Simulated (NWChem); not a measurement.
Molecule: CH3CdI; SMILES [CH3][Cd][I]

```xyz
6

Cd    -0.3281    -0.9784    -0.0002
I      0.3409     1.5474     0.0004
C     -0.8673    -3.0178    -0.0006
H     -1.2694    -3.2978    -0.9846
H     -1.6330    -3.2020     0.7663
H      0.0146    -3.6370     0.2163
```
Atoms are numbered in this order, from 1.

Level: PBE0/def2-SVP with def2 effective core potentials on Cd, I (NWChem), optimised geometry, unscaled harmonic frequencies. def2 effective core potentials on Cd, I; no spin-orbit coupling.

```
frequency (cm⁻¹)  IR intensity (km/mol)
----------------  ---------------------
92                                  1.8
92                                  1.8
202                                13.2
514                                19.0
706                                37.0
706                                36.9
1172                                9.1
1427                                1.6
1428                                1.6
3071                                8.5
3190                                1.1
3191                                1.2
```

- zero-point energy: 22.6 kcal/mol
- thermal correction to the enthalpy at 298.15 K (with zero-point energy): 26.5 kcal/mol
- heat capacity Cv: 15.0 cal/(mol K)
- entropy at 298.15 K and 1 atm (symmetry number 3): 76.4 cal/(mol K)

Rigid rotor and harmonic oscillator; modes under 100 cm⁻¹ make the entropy uncertain.
